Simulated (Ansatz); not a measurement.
Calculated with Ansatz (gas phase, PBE0-D4/def2-TZVP geometries, no zero-point term in ΔE). CCSD(T)/CBS adds triple-zeta CCSD(T) − MP2 to the extrapolated MP2 energy (def2 sets, frozen cores). Functionals use def2-TZVPP. One conformer a species, not always the lowest.

Consider the ligand exchange at the Si–C bond: `F[SiH2]C[SiH2]Cl` + `CC=N` → `C/C=N\[SiH2]Cl` + `C[SiH2]F`.

`F[SiH2]C[SiH2]Cl`:

Z-matrix (Å, degrees):
```
Si
C 1 1.857
F 1 1.602 2 109.1
H 1 1.483 2 111.1 3 -118.3
H 1 1.483 2 111.1 3 118.4
Si 2 1.860 1 116.0 3 179.6
H 2 1.096 1 108.5 3 57.9
H 2 1.096 1 108.5 3 -58.5
Cl 6 2.058 2 109.7 1 -180.0
H 6 1.482 2 111.1 1 61.3
H 6 1.482 2 111.1 1 -61.3
```

`CC=N`:

Z-matrix (Å, degrees):
```
C
C 1 1.493
H 1 1.092 2 111.6
H 1 1.094 2 110.3 3 -121.2
H 1 1.094 2 110.3 3 121.2
N 2 1.263 1 127.9 3 0.0
H 2 1.095 1 115.5 3 -180.0
H 6 1.023 2 110.6 1 0.0
```

`C/C=N\[SiH2]Cl`:

```xyz
11

C     0.554    1.545   -0.128
C    -0.743    0.840   -0.344
N    -1.001   -0.380   -0.196
Si   -0.263   -1.841    0.257
Cl    1.749   -1.806    0.781
H     0.415    2.338    0.615
H     0.855    2.043   -1.055
H     1.344    0.871    0.199
H    -1.562    1.496   -0.676
H    -0.983   -2.346    1.444
H    -0.366   -2.759   -0.896
```

`C[SiH2]F`:

Z-matrix (Å, degrees):
```
C
Si 1 1.853
H 1 1.094 2 110.1
H 1 1.092 2 111.0 3 -119.6
H 1 1.092 2 111.1 3 119.7
F 2 1.604 1 109.4 3 179.8
H 2 1.485 1 111.5 3 61.3
H 2 1.485 1 111.5 3 -61.7
```

```tsv
species	ωB97X-V energy (Eh)
`F[SiH2]C[SiH2]Cl`	-1180.76462
`CC=N`	-133.96209
`C/C=N\[SiH2]Cl`	-884.24261
`C[SiH2]F`	-430.49922
```

Task: Work out ΔE.

Result: ΔE = (-884.24261) + (-430.49922) − (-1180.76462) − (-133.96209) = -0.01512 Eh = -39.7 kJ/mol. CCSD(T)/CBS gives -38.3 kJ/mol.

Largest T1 diagnostic among the species: 0.012.

In def2-TZVPP, CCSD(T) changes the Hartree–Fock value by +10.5 kJ/mol (the triples alone add +0.2 kJ/mol) and MP2 by +7.0 kJ/mol.
